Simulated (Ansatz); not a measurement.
`[F][GeH2][Br]` + H₂O → `[OH][GeH2][Br]` + H–F  (formal hydrolysis of a Ge–F bond)

Isolated molecules relaxed with PBE0-D4/def2-TZVP in Ansatz; ΔE leaves out vibrations. CCSD(T)/CBS is the MP2 limit (def2-TZVPP, def2-QZVPP) plus CCSD(T) − MP2 in def2-TZVPP, frozen cores. This one scheme is used for every species. Functionals use def2-TZVPP. For Br, Ge outer-core shells are correlated without core-valence functions, which leaves a few kJ/mol of doubt a bond. Scalar relativity is left out up to krypton. Each species was taken in one conformer, which may not be the lowest.

`[F][GeH2][Br]`:

Cartesian coordinates in Å:
```
F 1.644 0.416 -0.156
Ge 0.022 -0.174 -0.017
Br -1.316 1.653 0.292
H -0.026 -1.056 1.231
H -0.325 -0.839 -1.350
```

H₂O:

```xyz
3

O     0.283    0.194    0.185
H    -0.649    0.419    0.144
H     0.367   -0.613   -0.329
```

`[OH][GeH2][Br]`:

Cartesian coordinates in Å:
```
O -1.225 -0.686 0.238
Ge 0.372 0.067 0.229
Br 0.322 1.937 -1.127
H -1.522 -0.952 -0.636
H 1.428 -0.871 -0.372
H 0.624 0.504 1.669
```

H–F:

Cartesian coordinates in Å:
```
F -0.326 0.306 0.110
H 0.326 -0.306 -0.110
```

| level | ΔE (kcal/mol) | difference from CCSD(T)/CBS |
| --- | --- | --- |
| LDA (SPW92) | 5.5 | -0.3 |
| PBE-D4 | 6.4 | 0.6 |
| B2PLYP | 6.7 | 0.9 |
| r2SCAN | 7.0 | 1.2 |
| CAM-B3LYP | 7.6 | 1.8 |
| HF/def2-SVP | 8.4 | 2.6 |
| HF/def2-TZVPP | 7.9 | 2.1 |
| CCSD(T)/def2-TZVPP | 5.6 | -0.2 |
| HF/CBS(def2) | 8.5 | 2.7 |
| MP2/CBS(def2) | 5.2 | -0.6 |
| CCSD(T)/CBS | 5.8 | 0 |

Task: What do rigid-rotor, harmonic-oscillator terms from PBE0-D4/def2-TZVP frequencies (298.15 K, 1 bar) make of the CCSD(T)/CBS value? (Best estimate.)

Result: Ansatz gave: ΔZPE = -0.4 kcal/mol, ΔH = +5.5 kcal/mol, ΔS = -6 J/(mol·K), ΔG = +5.9 kcal/mol.

Largest T1 diagnostic among the species: 0.010.

At CCSD(T), def2-SVP lies +1.1 kcal/mol from the extrapolated value and def2-TZVPP −0.2 kcal/mol. In def2-TZVPP, CCSD(T) changes the Hartree–Fock value by −2.3 kcal/mol (the triples alone add −0.3 kcal/mol) and MP2 by −2.9 kcal/mol.
